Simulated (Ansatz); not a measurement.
Mulliken charges of `O[CH2][InH][Br]` from PBE/def2-TZVPP in Ansatz (PBE0-D4/def2-TZVP geometry).

| atom | x (Å) | y (Å) | z (Å) | charge (e) |
| --- | --- | --- | --- | --- |
| O1 | -0.425 | 1.486 | -0.614 | -0.290 |
| C2 | 0.419 | 0.866 | 0.316 | -0.207 |
| In3 | 0.387 | -1.292 | 0.077 | 0.573 |
| Br4 | -1.932 | -1.606 | -0.870 | -0.416 |
| H5 | -1.245 | 0.980 | -0.689 | 0.205 |
| H6 | 0.141 | 1.091 | 1.355 | 0.104 |
| H7 | 1.431 | 1.240 | 0.156 | 0.114 |
| H8 | 1.223 | -2.766 | 0.268 | -0.083 |

By hand: the dipole of these point charges (1 e Å = 4.8032 D).

Σ q r = (0.883, 0.003, 0.514) e Å, of length 1.022 e Å = 4.91 D.

How does the dipole of the full density compare? (Best estimate.)

The calculation gave: (0.519, -0.021, 0.380) e Å, 3.09 D; the point charges give 1.59 times that, at 6° from its direction.

Point charges leave out the atoms' own dipoles, such as those of lone pairs, and Mulliken's split depends on the basis, so the two needn't agree.
